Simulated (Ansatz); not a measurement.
## What each rung costs, and what it gives

The pair of Li⁺ (SMILES [Li+], atom 1) and CH₃I (SMILES CI, atoms 2–6), both closed shells, in one local arrangement (a lower one may exist), relaxed at PBE0-D4/def2-TZVP:

```json
{"atom": "Li1", "x (Å)": "0.0729", "y (Å)": "-0.4151", "z (Å)": "-2.9727"}
{"atom": "C2", "x (Å)": "-0.1871", "y (Å)": "0.0414", "z (Å)": "0.7614"}
{"atom": "I3", "x (Å)": "1.2776", "y (Å)": "0.3761", "z (Å)": "-0.7717"}
{"atom": "H4", "x (Å)": "-0.3927", "y (Å)": "-1.0233", "z (Å)": "0.7908"}
{"atom": "H5", "x (Å)": "0.2894", "y (Å)": "0.3839", "z (Å)": "1.6750"}
{"atom": "H6", "x (Å)": "-1.0602", "y (Å)": "0.6370", "z (Å)": "0.5172"}
```

Interaction energies are counterpoise-corrected; the time is that of the whole pair.

Program: Ansatz 0.2.0. Basis: as named in each row. Cores are frozen in the correlated methods. Filled d shells of the heavier atoms are correlated. Core potentials replace the inner electrons of the atoms past krypton. The outer core shell of Li, Na, Mg and K is correlated. The def2 sets are not built for correlating such inner shells, so the correlated values are less sure here. B3LYP uses VWN-RPA correlation. Extrapolation: Hartree–Fock as exp(−7.88 √X), correlation as X^−2.97.

Times are rough, for one single point on 2 threads of a shared host (Intel Xeon Platinum 8375C).

The estimate by CCSD(T) at an estimated basis limit (MP2 extrapolated from triple and quadruple zeta, plus CCSD(T) − MP2 in triple zeta) is -97.6 kJ/mol.

```tsv
method	basis	time (s)	interaction energy (kJ/mol)	method less estimate
SPW92	def2-SVP	under 1	-100.5	-2.9
PBE-D4	def2-SVP	under 1	-99.1	-1.5
PBE0-D4	def2-SVP	1	-95.9	1.7
CCSD(T)	def2-SVP	1	-82.1	15.5
PBE-D4	def2-TZVPPD	1	-104.9	-7.3
revPBE-D4	def2-TZVPPD	2	-102.9	-5.4
BLYP-D4	def2-TZVPPD	2	-104.3	-6.8
PBE0-D4	def2-TZVPPD	2	-103.8	-6.2
HSE06-D4	def2-TZVPPD	2	-103.9	-6.3
B3LYP-D4	def2-TZVPPD	2	-104.2	-6.6
r2SCAN-D4	def2-TZVPPD	2	-94.9	2.6
wB97M-V	def2-SVP	4	-93.7	3.9
B2PLYP	def2-TZVPPD	4	-98.9	-1.3
B97M-V	def2-TZVPPD	6	-97.2	0.3
wB97X-V	def2-TZVPPD	6	-99.4	-1.9
wB97M-V	def2-TZVPPD	6	-98.9	-1.4
MP2	def2-QZVPPD	8	-95.6	2.0
CCSD(T)	def2-TZVPPD	27	-91.4	6.2
```

T1 diagnostic: at most 0.008.
